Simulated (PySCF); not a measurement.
Precursor series Zn NH2-H. Gas-phase values, no solvent. One relaxed conformer stands for each flexible species; it need not be the lowest.

The LUMO from two functionals at the same geometries (PBE-D3(BJ)/def2-SVP), both in PySCF: PBE-D3(BJ)/def2-TZVP and B3LYP-D3(BJ)/def2-TZVP. B3LYP has the VWN-RPA correlation part, as in Gaussian. 

| species | PBE-D3(BJ)/def2-TZVP (eV) | B3LYP-D3(BJ)/def2-TZVP (eV) |
|---|---|---|
| 0 of 2 NH2 replaced by H ([Zn(NH2)2]) | -1.22 | -0.76 |
| 1 of 2 NH2 replaced by H ([Zn(NH2)(H)]) | -1.00 | -0.57 |
| 2 of 2 NH2 replaced by H ([Zn(H)2]) | -1.40 | -0.96 |

Over these rows, drawn at random from the members with no instability flagged (it was tested for open shells, ions and some series alone), PBE minus B3LYP-D3(BJ): mean -0.44 eV, from -0.46 eV to -0.44 eV.
